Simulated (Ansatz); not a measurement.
Worked example: C2ClF3 + ICl → C2F3I + Cl2

Species: C2ClF3 (chlorotrifluoroethylene) `FC(F)=C(F)Cl`, singlet; ICl (iodine monochloride), singlet; C2F3I (trifluoroiodoethylene) `FC(F)=C(F)I`, singlet; Cl2 (chlorine), singlet. The partners trade Cl for I: C–Cl and Cl–I bonds give way to C–I and Cl–Cl.

Shapes, held fixed at every level: PBE0-D4/def2-TZVP. Programs: Ansatz 0.2.0. The zero-point and thermal change to 298 K, harmonic and unscaled (PBE0-D4/def2-TZVP), is -1.1 kJ/mol.

At CCSD(T)/def2-TZVPP; 1 Eh = 2625.50 kJ/mol:

| species | energy (Eh) |
| --- | --- |
| C2ClF3 | -834.959179 |
| ICl | -756.856014 |
| C2F3I | -672.370778 |
| Cl2 | -919.413501 |

Problem. Work out ΔH(298 K) of the reaction at this level.

Solution. 
1. Products less reactants: (-672.370778) + (-919.413501) − [(-834.959179) + (-756.856014)] = 0.030914 Eh = +81.2 kJ/mol.
2. With the thermal change: +81.2 + (-1.1) = +80.1 kJ/mol.

Other levels give +85.1 (B2PLYP/def2-TZVPP) to +94.7 kJ/mol (CCSD/def2-SVP). No measured value is set beside it here. For atoms past krypton def2 sets carry core potentials with scalar relativity. Outer-core shells of I are correlated, in sets that cover them unevenly. CCSD(T)/def2-TZVPP lies outside the range of all other levels here, so it shouldn't be taken on trust.
